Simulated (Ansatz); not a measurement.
Molecule: sum formula SOF, charge 0, multiplicity 2. It need not be the lowest isomer of its formula. SMILES: O=[S]F
Coordinates optimised at B3LYP-D3(BJ)/def2-TZVP (Ansatz, an electronic-structure program):
```
S
O 1 1.4576
F 1 1.6228 2 108.23
```
Charge 0, spin multiplicity 2.

Quantity: vertical electron affinity (to the singlet state of charge -1; a negative value means that the extra electron is unbound and the number depends on the basis; each state is the SCF solution reached for its spin), in eV. Cores are frozen in the correlated levels unless marked. Open shells are spin-unrestricted. No spin-orbit coupling. No relativistic terms. Anions need diffuse functions: aug- sets have them; def2-D sets add few. Basis-set limits of correlation are two-point, X^-3; Hartree-Fock from the larger set. The bracket is a focal-point correction in the basis named.

```tsv
level	program	vertical electron affinity (eV)
HF/aug-cc-pV(D+d)Z	Ansatz	0.34
SVWN5/def2-TZVPD	Ansatz	1.13
```

What does RI-MP2/CBS(aug-cc-pV(T+d)Z,aug-cc-pV(Q+d)Z)+[CCSD(T)-MP2]/aug-cc-pV(T+d)Z (Ansatz) give?

1.17 eV, so SVWN5/def2-TZVPD differs from it by -0.04 eV.
